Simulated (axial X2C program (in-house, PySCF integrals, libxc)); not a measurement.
# Levels of SbCl⁺ by electron attachment to SbCl²⁺ (EOM-EA-CCSD)

Calculated with an in-house all-electron X2C program for linear molecules (integrals from PySCF): two-component X2C with atomic mean-field Coulomb and Gaunt terms, Gaussian nuclei, basis Sb dyall-acv3z, Cl dyall-av3z with contracted cores.

R = 2.248 Å (near the PBE0 minimum at charge 1 of the determinant lowest at the starting distance; the state shown can have its own minimum elsewhere).

Hartree–Fock spinors of SbCl²⁺ (one of each Kramers pair; a window near the gap, which can cut inner shells):

```json
{"ω": "1/2", "occupied": "yes", "ε (eV)": "-32.47", "character": "60% Sb s, 25% Cl p, 8% Cl s"}
{"ω": "1/2", "occupied": "yes", "ε (eV)": "-26.05", "character": "49% Cl p, 32% Sb p, 14% Sb s"}
{"ω": "1/2", "occupied": "yes", "ε (eV)": "-25.53", "character": "79% Cl p, 11% Sb p, 4% Sb d"}
{"ω": "3/2", "occupied": "yes", "ε (eV)": "-25.50", "character": "82% Cl p, 8% Sb p, 5% Sb d"}
{"ω": "1/2", "occupied": "no", "ε (eV)": "-14.57", "character": "79% Sb p, 10% Cl p, 6% Cl d"}
{"ω": "3/2", "occupied": "no", "ε (eV)": "-14.12", "character": "80% Sb p, 8% Cl p, 6% Cl d"}
{"ω": "1/2", "occupied": "no", "ε (eV)": "-10.50", "character": "46% Sb p, 21% Sb d, 16% Cl p"}
{"ω": "1/2", "occupied": "no", "ε (eV)": "-7.30", "character": "70% Sb s, 9% Cl s, 8% Sb d"}
{"ω": "3/2", "occupied": "no", "ε (eV)": "-6.21", "character": "93% Sb d, 7% Cl d"}
{"ω": "5/2", "occupied": "no", "ε (eV)": "-6.17", "character": "93% Sb d, 7% Cl d"}
```

Levels of SbCl⁺ obtained by attaching an electron to SbCl²⁺:

```csv
Ω,binding energy (eV),above lowest (cm⁻¹),attached spinor,one-particle weight
1/2,15.158,0,"79% Sb pπ, 9% Cl pπ",0.96
3/2,14.752,3273,"81% Sb pπ, 8% Cl pπ, 6% Cl dπ",0.96
1/2,11.430,30064,"46% Sb pσ, 20% Sb dσ, 17% Cl pσ",0.95
1/2,7.760,59671,"67% Sb sσ, 10% Cl sσ, 8% Sb dσ",0.97
```

What is the splitting of the first π pair in the table, and is it regular or inverted?

E(3/2) − E(1/2) = 3273 − 0 = 3273 cm⁻¹ at EOM-EA-CCSD: regular, Ω = 1/2 lower. Splittings at this level can be off by ten to twenty per cent.

This point took 15 s on 1 thread of Intel(R) Xeon(R) Processor @ 2.30GHz, on a shared host.

Reference electrons by ω block (each with its −ω partner): 1/2: 22, 3/2: 9, 5/2: 2. 10 electrons of SbCl²⁺ correlated (inner shells frozen), 92 natural virtual spinors (a truncated set); levels can be off by some tenths of an eV. Roots sought by Ω: (1/2: 5, 3/2: 4, 5/2: 2, 7/2: 1); rows need 60 % one-particle weight and stop where some Ω has no more roots. Missing are any skipped roots, higher Ω and states of a further excitation; these come out far too high here and may in truth be low or lowest. T1 of the reference 0.033 (Lee–Taylor). The reference was not checked to be the lowest state of its species. Number of frozen shells: Sb 4 s, 3 p, 2 d; Cl 2 s, 1 p. Large amplitudes in the reference (orbital relaxation or multireference character) lower the reliability. Left out with split weight: Ω = 3/2 at 7.91 eV (0.27), Ω = 5/2 at 7.91 eV (0.26).
